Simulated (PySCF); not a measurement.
Isomers of C7H12O2S, one GFN2-xTB conformer each. Single-point energies are computed at PBE0/pcSseg-1 (PySCF, gas phase, no added dispersion term), electronic only.

Question: Rank them by PBE0/pcSseg-1 energy, lowest first (kJ/mol).
A. `[CH2:1]=[CH:2][C@H:3]1[CH2:4][CH2:5][CH2:6][CH2:7][S:8]1(=[O:9])=[O:10]` with C1–C2–C3–C4 138°, C2–C3–C4–C5 -179°, C3–C4–C5–C6 -66°, C4–C5–C6–C7 65°, C5–C6–C7–S8 -62°
B. `[CH3:1][S:2](=[O:3])(=[O:4])/[CH:5]=[CH:6]\[CH:7]1[CH2:8][CH2:9][CH2:10]1` with C1–S2–C5–C6 -177°, C5–C6–C7–C8 -161°, C6–C7–C8–C9 -130°, C7–C8–C9–C10 12°, C8–C9–C10–C7 -12°, C6–C7–C10–C9 133°

Answer: A (0.0), B (119.0).

As drawn, the higher has a four-membered ring, which the lower lacks. GFN2-xTB itself gives, in the same order: 0.0, 102.5. Both levels put the same isomer lowest.

Q: Which frontier levels, dipoles and rotational constants go with these structures?

A: 
```csv
SMILES,"HOMO (eV, PBE0/pcSseg-1)",LUMO (eV),dipole (D),"A, B, C (MHz)"
C=C[C@H]1CCCCS1(=O)=O,-7.59,-0.37,4.77,"1695, 1113, 822.3"
CS(=O)(=O)/C=C\C1CCC1,-7.65,-0.82,3.75,"2754, 651.4, 628.2"
```
